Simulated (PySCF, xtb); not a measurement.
Si(CCH)(Cl)2(H) (C2H2Cl2Si), SMILES C#C[SiH](Cl)Cl.

GFN2-xTB in xtb at its own geometry gives an orbital gap of 5.29 eV and a dipole moment of 1.76 D.

Geometry optimised at B3LYP-D3(BJ)/def2-SVP.

What does PySCF with ωB97X/def2-TZVP give? (An estimate is asked for; the answer gives what the named calculation found.)

gap 12.36 eV (levels -11.19 and 1.18 eV), dipole 1.98 D.
